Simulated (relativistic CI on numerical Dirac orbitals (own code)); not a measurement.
**Spin-allowed bands of a d8 ion in an octahedral site, by hand**

Problem. A d8 ion in an octahedral site has a 3A2 ground term and spin-allowed bands at ν1 = 9450 and ν2 = 13732 cm⁻¹ (from a computed ligand-field model). Find Δ and the Racah parameter B, and predict the third band.

Working.
1. The F term splits into A2 (−1.2Δ), T2 (−0.2Δ) and T1 (+0.6Δ), so ν1 = E(T2) − E(A2) = Δ = 9450 cm⁻¹.
2. T1(F) mixes with T1(P), which lies at 15B, through an element 0.4Δ. The two roots, counted from A2, are ν2,3 = ½(15B + 3Δ) ∓ ½√[(15B − Δ)² + 12BΔ].
3. Solving the lower root for B gives B = (2ν1² + ν2² − 3ν1ν2)/(15ν2 − 27ν1) = -22129376/-49170 = 450 cm⁻¹.
4. The sum of the roots is 15B + 3Δ, so ν3 = 15B + 3ν1 − ν2 = 21369 cm⁻¹ (468 nm).

Check. The bands were computed by exact diagonalisation of the d8 shell with B = 450 and Δ = 9450 cm⁻¹, which gives ν3 = 21368 cm⁻¹. C does not enter the terms of highest spin.
